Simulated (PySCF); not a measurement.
**Excitation energy of Sb(2+) by level of theory**

Sb(2+) [Kr] 4d10 5s2 5p1 (2P) → Sb(2+) [Kr] 4d10 5s1 5p2 (4P), as a difference of total energies. All numbers are calculated (PySCF 2.14, the spin-free X2C one-electron Hamiltonian (Gaussian nucleus), in aug-cc-pwCVTZ-DK3 with one added diffuse shell each of s, p, d, f type (11s10p8d5f1g, 125 functions)). Correlated levels: valence: [Kr] 4d10 frozen; valence and next inner shell: [Ar] 3d10 frozen. The calculations carry no spin-orbit coupling.

| method | excitation energy (eV) |
| --- | --- |
| UHF | 5.571 |
| LDA | 7.939 |
| PBE | 7.677 |
| PBE0 | 7.260 |
| r2SCAN | 6.977 |
| revPBE | 7.533 |
| wB97M-V | 7.380 |
| B97-3 | 7.743 |
| MP2 (valence) | 6.329 |
| SCS-MP2 (valence) | 6.608 |
| MP2 (valence and next inner shell) | 7.312 |
| SCS-MP2 (valence and next inner shell) | 7.422 |

**Question.** How much does correlation contribute at MP2 (valence and next inner shell)?

**Answer.** 7.312 − (5.571) = 1.741 eV, measured against UHF.

A first-order spin-orbit estimate (lowest level to lowest level, LS coupling) adds 0.054 eV.
